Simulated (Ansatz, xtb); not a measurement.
## Isomers of C3H9BrSi in order of energy

3 gas-phase structures of C3H9BrSi, from a drawn sample of its isomers (lower ones may exist). Each was relaxed with GFN2-xTB; where two conformers were screened, the lower at r2SCAN-D4/def2-SVP is listed:

A. `CC[Si@@H](C)Br`, a singlet
B. `C[SiH2][C@@H](C)Br`, a singlet
C. `C[Si](C)(C)Br`, a singlet

Estimate their order in r2SCAN-D4/def2-SVP energy at these geometries, lowest first.

Calculated order at r2SCAN-D4/def2-SVP: C (0.0), A (13.2), B (49.2) kcal/mol.

Energies above the lowest of each column, in kcal/mol; the last columns are at B3LYP/def2-SVP geometries:

```
structure  GFN2-xTB  HF/STO-3G  r2SCAN-D4/def2-SVP  B3LYP/def2-SVP  CCSD(T)/def2-SVP + ΔMP2/def2-TZVPP
        C       4.7        0.0                 0.0             0.0                                 0.0
        A       0.0       12.6                13.2            11.8                                13.7
        B      30.4       49.1                49.2            46.8                                48.9
```

CCSD(T)/def2-SVP + ΔMP2/def2-TZVPP puts C lowest; GFN2-xTB picks A. Flexible structures stand in one conformer each, not always the lowest. ΔMP2 is the change of the MP2 energy from the smaller to the larger basis.

Programs: Ansatz 0.2.0, xtb 6.7.1.
